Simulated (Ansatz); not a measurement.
Coupled-cluster diagnostics for InH2(SMe) (CH5InS), Ansatz.

Geometry of the singlet (B3LYP-D4/def2-TZVP):

```xyz
8

In   -1.6048   -0.9551    0.1980
H    -0.5096   -2.0965    0.8815
H    -3.3045   -1.0414   -0.0222
S    -0.5552    1.0690   -0.5427
C     1.2234    0.7886   -0.1804
H     1.3828   -0.1238    0.3904
H     1.5954    1.6354    0.3933
H     1.7726    0.7237   -1.1178
```

In the def2 sets In takes a core potential; there is no spin–orbit coupling. Correlated methods freeze 10 core orbitals; core or outer-core shells of In are correlated, in sets that lack core-valence functions.

Problem. Estimate the CCSD(T) correlation energy, the shares of MP2 and (T), T1 and the reference's ⟨S²⟩ for: charge 0, singlet, own geometry in def2-TZVPP; and the rough time on 4 threads of Arm Neoverse N1 on a shared host.

Solution. 
| state | basis | correlation (eV) | MP2 share (%) | (T) share (%) | T1 | ⟨S²⟩ (pure) | wall time |
| --- | --- | --- | --- | --- | --- | --- | --- |
| charge 0, singlet, own geometry | def2-TZVPP | -19.238 | 91.7 | 3.6 | 0.014 | 0.00 (0.00) | 73 s |
Customary marks for T1 are 0.02 (closed shells), 0.045 (open shells) and about 0.05 (3d metals). T1 stays under 0.02 throughout.
